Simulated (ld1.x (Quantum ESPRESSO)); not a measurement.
# Bi TM: all-electron and pseudo phase curves

ld1.x (Quantum ESPRESSO) 7.5 input, shortened:

```
&input
   title='Bi', zed=83., rel=1, dft='PBE', iswitch=3,
   config='[Xe] 4f14 5d10 6s2 6p0 6d-2'
 /
 &inputp
   pseudotype=2, tm=.true., lloc=2,
   nlcc=.false.
 /
3
6S  1  0   2.00   0.00  1.55  1.55  0.0
6P  2  1   0.00   0.00  2.05  2.05  0.0
6D  3  2  -2.00   0.05  2.25  2.25  0.0
 &test
   configts(1)='6s2 6p0'
 /
```

The phase is arctan(r·u′/u) with u = r·R(r), unwrapped; energies in Ry, scanned from -5 to 5 Ry. A pole is an energy at which the radial function vanishes at the test radius. The pseudo phase is shifted by a multiple of π to meet the all-electron one at the reference energy, and phase errors are pseudo minus all-electron; the curves can meet again beyond the range given. Levels narrower than the energy grid can be missing from the lists of poles.

```tsv
channel	radius (bohr)	reference energy (Ry)	poles, all-electron	poles, pseudo	unbroken range about the reference energy with phases within 0.05 rad	phase error 1 Ry above the reference energy (rad)
s	2.46	-2.94	-1.52	-1.43, 4.01	below 1.0	+0.007
p	2.46	-2.03	0.46	0.72	below 2.4	+0.009
d	2.46	0.05	-3.87, 3.60	1.80	-0.6 to 0.7	-0.075
```

Note: ghost states, extra bound levels that the all-electron valence spectrum of the same l lacks: s at -281.4 eV, p at -89.6 eV. A true bound ghost makes a file unfit for plane-wave use.

Phases in the s channel:

| E (Ry) | all-electron | pseudo |
| --- | --- | --- |
| -5.00 | 1.218 | 1.227 |
| -4.74 | 1.175 | 1.186 |
| -4.48 | 1.116 | 1.129 |
| -4.22 | 1.026 | 1.041 |
| -3.96 | 0.874 | 0.893 |
| -3.70 | 0.588 | 0.610 |
| -3.44 | 0.029 | 0.048 |
| -3.18 | -0.652 | -0.648 |
| -2.92 | -1.063 | -1.063 |
| -2.66 | -1.271 | -1.269 |
| -2.40 | -1.389 | -1.385 |
| -2.14 | -1.464 | -1.458 |
| -1.88 | -1.518 | -1.510 |
| -1.62 | -1.558 | -1.548 |
| -1.36 | -1.591 | -1.578 |
| -1.10 | -1.618 | -1.604 |
| -0.84 | -1.643 | -1.626 |
| -0.58 | -1.666 | -1.647 |
| -0.32 | -1.689 | -1.666 |
| -0.06 | -1.711 | -1.684 |
| 0.20 | -1.735 | -1.704 |
| 0.46 | -1.760 | -1.724 |
| 0.72 | -1.788 | -1.746 |
| 0.98 | -1.821 | -1.772 |
| 1.24 | -1.860 | -1.803 |
| 1.50 | -1.909 | -1.844 |
| 1.76 | -1.974 | -1.901 |
| 2.02 | -2.063 | -1.992 |
| 2.28 | -2.193 | -2.166 |
| 2.54 | -2.398 | -2.598 |
| 2.80 | -2.725 | -3.596 |
| 3.06 | -3.188 | -4.248 |
| 3.32 | -3.645 | -4.489 |
| 3.58 | -3.965 | -4.606 |
| 3.84 | -4.163 | -4.677 |
| 4.10 | -4.290 | -4.728 |
| 4.36 | -4.376 | -4.769 |
| 4.62 | -4.438 | -4.805 |
| 4.88 | -4.484 | -4.838 |
